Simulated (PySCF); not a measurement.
**A PySCF run on NaSr⁻**

State: ¹Σ⁺ (singlet), closed shell.

An equivalent input (the run itself took its basis sets from the Basis Set Exchange, started from a PBE0 density and held the occupation σ 7α 7β, πx 2α 2β, πy 2α 2β):

```python
from pyscf import gto, dft
mol = gto.M(atom='Na 0 0 0; Sr 0 0 4.174', basis={'Na': 'def2-SVPD', 'Sr': 'def2-SVPD'}, ecp={'Sr': 'def2-SVPD'},
            charge=-1, spin=0, verbose=4, symmetry='C2v')
mf = dft.UKS(mol, xc='R2SCAN')
mf.grids.atom_grid = (80, 434)
mf.grids.prune = dft.gen_grid.treutler_prune
mf.irrep_nelec = {'A1': (7, 7), 'B1': (2, 2), 'B2': (2, 2)}
mf.conv_tol = 1e-9
mf.max_cycle = 60
mf.diis_space = 10
mf.kernel()
```

The log (some set-up lines and the per-cycle HOMO/LUMO lines removed):

```
******** <class 'pyscf.dft.uks_symm.SymAdaptedUKS'> ********
method = SymAdaptedUKS
damping factor = 0
level_shift factor = 0
DIIS = <class 'pyscf.scf.diis.CDIIS'>
diis_start_cycle = 1
diis_space = 10
diis_damp = 0
SCF conv_tol = 1e-09
SCF conv_tol_grad = None
SCF max_cycles = 60
number electrons alpha = 11  beta = 11
Set gradient conv threshold to 3.16228e-05
init E= -192.899464530952
cycle= 1 E= -192.899764814094  delta_E= -0.0003  |g|= 0.0021  |ddm|= 0.128
cycle= 2 E= -192.899764483093  delta_E= 3.31e-07  |g|= 0.00251  |ddm|= 0.0337
cycle= 3 E= -192.899779779745  delta_E= -1.53e-05  |g|= 0.000498  |ddm|= 0.0141
cycle= 4 E= -192.899779997032  delta_E= -2.17e-07  |g|= 0.000168  |ddm|= 0.0032
cycle= 5 E= -192.899780015543  delta_E= -1.85e-08  |g|= 0.000166  |ddm|= 0.00202
cycle= 6 E= -192.899780148222  delta_E= -1.33e-07  |g|= 1e-05  |ddm|= 0.00122
cycle= 7 E= -192.899780148702  delta_E= -4.79e-10  |g|= 1.71e-06  |ddm|= 0.000145
Extra cycle  E= -192.899780148683  delta_E= 1.83e-11  |g|= 2.68e-06  |ddm|= 3.43e-05
converged SCF energy = -192.899780148683  <S^2> = -2.1316282e-14  2S+1 = 1
```

Repeating this along the bond gives Re = 4.170 Å and ωe = 78.3 cm⁻¹.

A point of this curve took 0.66 CPU seconds beside 0.077 for the integrals, on Intel Xeon 6975P-C (shared host).

Closed-shell solutions of metal pairs were not tested for spin polarisation, which can lower them a little. The highest Kohn–Sham level is positive in this anion. Much of that is self-interaction error, but it also means that the finite basis helps to hold the extra electron.
